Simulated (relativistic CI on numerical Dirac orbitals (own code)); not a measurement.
# Cr⁺: L-alpha,beta X-ray emission

Computed with this model: Dirac-Coulomb-Breit CI, separate exchange-only KLI orbitals for each configuration, model QED (radiative potential, 1s self-energy scaled to tabulated hydrogen-like ionisation energies), multiplet model of X-ray emission after core ionisation, unscaled Slater integrals; configurations [Ar] 3d5 → [He] 2s2 2p5 3s2 3p6 3d5 → [Ar] 3d4; 300 K; Lorentzian 0.6 eV and Gaussian 0.5 eV FWHM. Energies are those of the free ion, without screening or charge transfer. S is read from ⟨S²⟩ = S(S + 1).

Field parameters in Wybourne normalisation: D4h B²₀ = −7Ds, B⁴₀ = 21(Dq − Dt), B⁴₄ = 21√(5/14) Dq. The field is a parameter set, without covalency.

free ion: ground-state S = 2.50, centroid 578.57 eV. Peaks (eV, height): 572.4 (43), 573.5 (47), 577.2 (95), 578.9 (100), 583.3 (79), 586.4 (7).

D4h, 10Dq = 10000, Ds = -1500, Dt = 10 cm⁻¹: ground-state S = 2.50, centroid 578.09 eV. Peaks (eV, height): 573.0 (50), 578.6 (100), 581.7 (48), 582.6 (47).

D4h, 10Dq = 10000, Ds = -600, Dt = 10 cm⁻¹: ground-state S = 2.50, centroid 578.18 eV. Peaks (eV, height): 572.0 (41), 573.0 (54), 578.0 (100), 578.8 (95), 581.5 (51), 582.7 (56).

D4h, 10Dq = 10000, Ds = 3000, Dt = 10 cm⁻¹: ground-state S = 2.50, centroid 578.19 eV. Peaks (eV, height): 571.6 (35), 572.5 (53), 573.6 (40), 578.6 (100), 582.1 (55).

Strongest unbroadened transitions for D4h, 10Dq = 10000, Ds = 3000, Dt = 10 cm⁻¹:

| Energy (eV) | Relative strength |
| --- | --- |
| 571.49 | 51.9 |
| 571.52 | 35.9 |
| 571.54 | 100.0 |
| 572.39 | 48.5 |
| 572.42 | 28.8 |
| 572.51 | 31.4 |
| 572.52 | 31.7 |
| 572.54 | 52.8 |
| 572.61 | 40.7 |
| 572.63 | 31.1 |
| 572.65 | 35.1 |
| 573.38 | 41.4 |
| 573.53 | 33.6 |
| 573.89 | 24.4 |
| 577.32 | 25.4 |
| 581.03 | 59.4 |
| 582.13 | 43.0 |
| 583.37 | 42.4 |
